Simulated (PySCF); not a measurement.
CHF₃O₃S, SMILES O=S(=O)(O)C(F)(F)F (connectivity only; charge and spin as stated), charge -1, multiplicity 2. Atoms are numbered in the order given.

```xyz
9

O      2.4378    -0.3224    -1.0879
S      0.8610     0.0734    -0.1349
O      1.2186    -0.5709     1.1791
O      0.8905     1.5663    -0.2093
C     -1.1934    -0.1140     0.0873
F     -1.7057     0.4882     1.1809
F     -1.8342     0.4027    -0.9864
F     -1.5401    -1.4215     0.1572
H      2.7289    -1.0984    -0.5855
```
Charge -1, spin multiplicity 2.

Coordinates come from a r2SCAN-D4/def2-SVPD optimisation. The multiplicity is an assumed one; other spin states were not compared. Other conformers were not sampled.

The numbers are results of ωB97X/def2-SVPD run with PySCF, not measurements.

Mulliken values depend strongly on the basis, most of all with diffuse functions as here. ESP charges are fitted to the potential on shells at 1.4 to 2.0 van der Waals radii. Atomic charges (e):

| atom | ESP fit | meta-Löwdin | Mulliken spin |
|---|---|---|---|
| O1 | (withheld) | -0.75 | 0.21 |
| S2 | 0.55 | 1.47 | 0.35 |
| O3 | -0.52 | -0.88 | 0.04 |
| O4 | -0.46 | -0.85 | 0.05 |
| C5 | (withheld) | 0.58 | 0.32 |
| F6 | (withheld) | -0.28 | 0.01 |
| F7 | (withheld) | -0.29 | 0.01 |
| F8 | (withheld) | -0.30 | 0.01 |
| H9 | 0.35 | 0.30 | 0.00 |

**Question.** What belongs in the gaps? (An estimate is asked for; the answer gives what the named calculation found.)

**Answer.** 
- O1, ESP fit: -0.67
- C5, ESP fit: 0.25
- F6, ESP fit: -0.14
- F7, ESP fit: -0.17
- F8, ESP fit: -0.18
